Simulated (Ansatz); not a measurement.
Consider the redistribution: `O[SiH](F)O[SiH2]Cl` + `F[CH]1[CH2][AlH]1` → `F[SiH2]O[SiH2]Cl` + `[OH][Al]1[CH2][CH]1F`.

Program: Ansatz. Geometries: PBE0-D4/def2-TZVP. ΔE: electronic, gas phase. CBS: MP2 limit from def2 TZ/QZ plus the TZ coupled-cluster correction, frozen cores. DFT in def2-TZVPP. Each species was taken in one conformer, which may not be the lowest.

`O[SiH](F)O[SiH2]Cl`:

Cartesian coordinates in Å:
```
O 0.551 0.116 -2.053
Si -0.769 0.431 -1.170
F -1.837 -0.735 -1.323
O -0.432 0.547 0.419
Si 0.370 -0.111 1.666
Cl 1.790 -1.420 0.943
H 1.157 -0.569 -1.762
H -1.361 1.681 -1.649
H -0.548 -0.889 2.520
H 1.079 0.949 2.410
```

`F[CH]1[CH2][AlH]1`:

Cartesian coordinates in Å:
```
F 1.460 -0.766 -1.186
C 0.556 -0.664 -0.144
C -0.743 0.113 -0.432
Al 0.189 0.739 1.119
H 0.333 -1.671 0.221
H -0.555 0.913 -1.163
H -1.643 -0.432 -0.705
H 0.404 1.769 2.291
```

`F[SiH2]O[SiH2]Cl`:

Z-matrix (Å, degrees):
```
Si
O 1 1.624
F 1 1.593 2 109.1
H 1 1.475 2 108.0 3 -117.1
H 1 1.477 2 110.4 3 118.1
Si 2 1.626 1 148.3 3 -64.1
Cl 6 2.050 2 109.9 1 -29.0
H 6 1.477 2 110.0 1 89.5
H 6 1.476 2 108.5 1 -147.0
```

`[OH][Al]1[CH2][CH]1F`:

```xyz
9

O     0.621    1.783   -1.813
Al    0.276    0.690   -0.581
C    -0.048   -1.052    0.119
C    -0.295    0.104    1.143
F    -1.500    0.075    1.812
H     0.984    1.559   -2.668
H    -1.002   -1.322   -0.358
H     0.456   -1.954    0.459
H     0.508    0.117    1.888
```

| level | ΔE (kJ/mol) |
| --- | --- |
| CAM-B3LYP | -3.7 |
| HF/def2-SVP | -3.6 |
| MP2/def2-TZVPP | -7.3 |
| CCSD/def2-TZVPP | -4.1 |

Question: What does CCSD(T)/CBS give? (An estimate is asked.)

Answer: The calculation gave: -3.0 kJ/mol. The listed levels differ from it by -0.7, -0.6, -4.3, -1.1 kJ/mol.

Largest T1 diagnostic among the species: 0.013.

Leaving LDA and LC-ωPBE aside and taking each functional with its dispersion term where it has one, the values, not all of them listed here, spread over 16.5 kJ/mol, from B2PLYP to B97M-V. LDA lies +11.1 kJ/mol from PBE without D4. From BLYP to BHLYP (50 % exact exchange), in def2-TZVPP and without D4, ΔE moves by +9.6 kJ/mol.
